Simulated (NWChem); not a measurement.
Everything below was run with NWChem. System: diselenium (Se2), charge 0, spin multiplicity 3, at a geometry optimised with UB3LYP/def2-SVP. Its SCF solution wasn't tested for a lower state. Level: UMP2/def2-TZVP, 18 core orbitals frozen.

Job file:

```
start mol
memory heap 200 mb stack 900 mb global 1100 mb
geometry units angstroms nocenter noautoz
  Se     0.000000     0.000000     1.096133
  Se     0.000000     0.000000    -1.096133
  symmetry group D2h
end
basis spherical
  * library def2-tzvp
end
scf
  uhf
  nopen 2
  maxiter 100
  thresh 1e-7
  semidirect memsize 60000000 filesize 0
  # guess.movecs holds the orbitals of an unrestricted PBE0 run
  vectors input guess.movecs output mol.movecs
end
mp2
  freeze core 18
end
task mp2 energy
```

Output (cleaned and shortened):

```
             Northwest Computational Chemistry Package (NWChem) 7.3.0
             --------------------------------------------------------

                                NWChem Input Module
                                -------------------

 Scaling coordinates for geometry "geometry" by  1.889725989
 (inverse scale =  0.529177249)

 Turning off AUTOSYM since
 SYMMETRY directive was detected!

                             Geometry "geometry" -> ""
                             -------------------------

 Output coordinates in angstroms (scale by  1.889725989 to convert to a.u.)

  No.       Tag          Charge          X              Y              Z
 ---- ---------------- ---------- -------------- -------------- --------------
    1 Se                  34.0000     0.00000000     0.00000000     1.09613300
    2 Se                  34.0000     0.00000000     0.00000000    -1.09613300

 Effective nuclear repulsion energy (a.u.)     279.0395416631

            Nuclear Dipole moment (a.u.)
            ----------------------------
        X                 Y               Z
 ---------------- ---------------- ----------------
     0.0000000000     0.0000000000     0.0000000000

      Symmetry information
      --------------------

 Group name             D2h
 Group number             26
 Group order               8
 No. of unique centers     1

      Symmetry unique atoms

     1


 Summary of "ao basis" -> "" (spherical)
 ------------------------------------------------------------------------------
       Tag                 Description            Shells   Functions and Types
 ---------------- ------------------------------  ------  ---------------------
 *                         def2-tzvp                  on all atoms

 Summary of "ao basis" -> "ao basis" (spherical)
 ------------------------------------------------------------------------------
       Tag                 Description            Shells   Functions and Types
 ---------------- ------------------------------  ------  ---------------------
 Se                        def2-tzvp                16       48   6s5p4d1f

                                 NWChem SCF Module
                                 -----------------

  ao basis        = "ao basis"
  functions       =    96
  atoms           =     2
  alpha electrons =    35
  beta  electrons =    33
  charge          =   0.00
  wavefunction    = UHF
  use symmetry    = T
  symmetry adapt  = T

 Summary of "ao basis" -> "ao basis" (spherical)
 ------------------------------------------------------------------------------
       Tag                 Description            Shells   Functions and Types
 ---------------- ------------------------------  ------  ---------------------
 Se                        def2-tzvp                16       48   6s5p4d1f

      Symmetry analysis of basis
      --------------------------

        ag         21
        au          5
        b1g         5
        b1u        21
        b2g        11
        b2u        11
        b3g        11
        b3u        11

 Forming initial guess at       0.1s

   Symmetry analysis of molecular orbitals - initial alpha
   -------------------------------------------------------

  Numbering of irreducible representations:

     1 ag          2 au          3 b1g         4 b1u         5 b2g
     6 b2u         7 b3g         8 b3u

  Orbital symmetries:

     1 b1u         2 ag          3 b1u         4 ag          5 b1u
     6 ag          7 b3g         8 b2g         9 b2u        10 b3u
[...]
 -----------   ------   -------------------------------------------------------
    1 Se  34    17.50   1.00  1.00  0.58  0.39  0.52  0.47  3.00  2.97  0.58  1.40  0.54  4.48  0.52  0.01  0.03  0.00
    2 Se  34    17.50   1.00  1.00  0.58  0.39  0.52  0.47  3.00  2.97  0.58  1.40  0.54  4.48  0.52  0.01  0.03  0.00

   Mulliken analysis of the beta density
   -------------------------------------

    Atom       Charge   Shell Charges
 -----------   ------   -------------------------------------------------------
    1 Se  34    16.50   1.00  1.00  0.58  0.39  0.50  0.48  3.00  2.96  0.32  0.78  0.42  4.49  0.52  0.01  0.05  0.01
    2 Se  34    16.50   1.00  1.00  0.58  0.39  0.50  0.48  3.00  2.96  0.32  0.78  0.42  4.49  0.52  0.01  0.05  0.01

   Mulliken analysis of the spin density
   -------------------------------------

    Atom       Charge   Shell Charges
 -----------   ------   -------------------------------------------------------
    1 Se  34     1.00  -0.00  0.00  0.00 -0.00  0.02 -0.01  0.00  0.01  0.26  0.62  0.13 -0.01  0.00  0.00 -0.02 -0.00
    2 Se  34     1.00  -0.00  0.00  0.00 -0.00  0.02 -0.01  0.00  0.01  0.26  0.62  0.13 -0.01  0.00  0.00 -0.02 -0.00

       Multipole analysis of the density wrt the origin
       ------------------------------------------------

     L   x y z        total         alpha         beta         nuclear
     -   - - -        -----         -----         ----         -------
     0   0 0 0     -0.000000    -35.000000    -33.000000     68.000000

     1   1 0 0     -0.000000     -0.000000      0.000000      0.000000
     1   0 1 0      0.000000      0.000000      0.000000      0.000000
     1   0 0 1     -0.000000      0.000000     -0.000000      0.000000

     2   2 0 0    -27.693839    -15.961991    -11.731848      0.000000
     2   1 1 0      0.000000      0.000000      0.000000      0.000000
     2   1 0 1      0.000000      0.000000     -0.000000      0.000000
     2   0 2 0    -27.693839    -15.961991    -11.731848      0.000000
     2   0 1 1     -0.000000     -0.000000      0.000000      0.000000
     2   0 0 2    -24.927963   -165.386616   -151.306278    291.764931

                   NWChem MP2 Semi-direct Energy/Gradient Module
                   ---------------------------------------------

  Basis functions       =     96
  Molecular orbitals    =     96
  Frozen core           =     18
  Frozen virtuals       =      0
  Active alpha occupied =     17
  Active beta occupied  =     15
  Active alpha virtual  =     61
  Active beta virtual   =     63
  Use MO symmetry       = T
  Use skeleton AO sym   = T

  AO/Fock/Back tols     =   1.0D-09  1.0D-09  1.0D-09

 GA uses MA = F    GA memory limited = T

 Available:
  local mem=  1.26D+08
 global mem=  1.44D+08
 local disk=  0.00D+00
  mp2_memr nvloc                    61
  nvloc new                    61
   1 passes of  17:        4194304                      70629                  15987711.
   1 passes of  17: M    126150979           G      144160768           F     121956675.

 Semi-direct pass number   1 of   1  for UHF alpha       at        1.5s
  vrange nnbf                  4530
  mp2_eaftype                    60  avail_ma_in_mb                  1099
 EAF : mp2_eaftype filesize          60    7993856.
  mp2_eaf for mointskh                     60
Node 0 wrote     37.6 Mb in      0.0 s     Agg I/O rate:  2460.1 Mb/s
 Done moints_semi at        5.0s
  mp2_eaftype                    60  avail_ma_in_mb                  1039
 EAF : mp2_eaftype filesize          60    7993856.
  mp2_eaf for kh                    60
 Done maket at        5.1s
 Done multipass loop at        5.1s

 GA uses MA = F    GA memory limited = T

 Available:
  local mem=  1.26D+08
 global mem=  1.44D+08
 local disk=  0.00D+00
  mp2_memr nvloc                    63
  nvloc new                    63
   1 passes of  15:        4194304                      66031                  14570727.
   1 passes of  15: M    126150979           G      144160768           F     121956675.

 Semi-direct pass number   1 of   1  for UHF beta        at        5.2s
  vrange nnbf                  4530
  mp2_eaftype                    55  avail_ma_in_mb                  1099
 EAF : mp2_eaftype filesize          55    7285364.
  mp2_eaf for mointskh                     55
Node 0 wrote     34.2 Mb in      0.0 s     Agg I/O rate:  5205.7 Mb/s
 Done moints_semi at        8.6s
  mp2_eaftype                    55  avail_ma_in_mb                  1044
 EAF : mp2_eaftype filesize          55    7285364.
  mp2_eaf for kh                    55
 Done maket at        8.7s
 Done multipass loop at        8.7s

          -------------------------------------------
          SCF energy               -4799.704939113902
          Correlation energy          -0.507030378783
          Singlet pairs                0.000000000000
          Triplet pairs                0.000000000000
          Total MP2 energy         -4800.211969492685
          -------------------------------------------

          ---------------------------------------------------
                    Spin Component Scaled (SCS) MP2
          Same spin pairs                     -0.163335875507
          Same spin scaling factor             0.333333333333
          Opposite spin pairs                 -0.343694503276
          Opposite spin scaling fact.          1.200000000000
          SCS-MP2 correlation energy          -0.466878695767
          Total SCS-MP2 energy             -4800.171817809668
          ---------------------------------------------------

 -----------------------
 Performance information
 -----------------------

 Timer overhead =  1.51D-07 seconds/call

               Nr. of calls         CPU time (s)                 Wall time (s)                GFlops
             ---------------    -------------------     ------------------------------   -------------------
Name         Min   Avg   Max    Min     Avg     Max     Min     Avg     Max   Mx/calls   Min     Max     Sum
mp2: moin     2     2     2    6.9     6.9     6.9      6.9     6.9     6.9     3.5      0.0     0.0     0.0
mp2: make     2     2     2   0.21    0.21    0.21     0.21    0.21    0.21    0.10      0.0     0.0     0.0
mp2: tota     1     1     1    7.2     7.2     7.2      7.2     7.2     7.2     7.2      0.0     0.0     0.0

 The average no. of pstat calls per process was 5.00D+00
 with a timing overhead of 7.54D-07s

 Task  times  cpu:        8.7s     wall:        8.7s

 Total times  cpu:        8.7s     wall:        8.7s
```
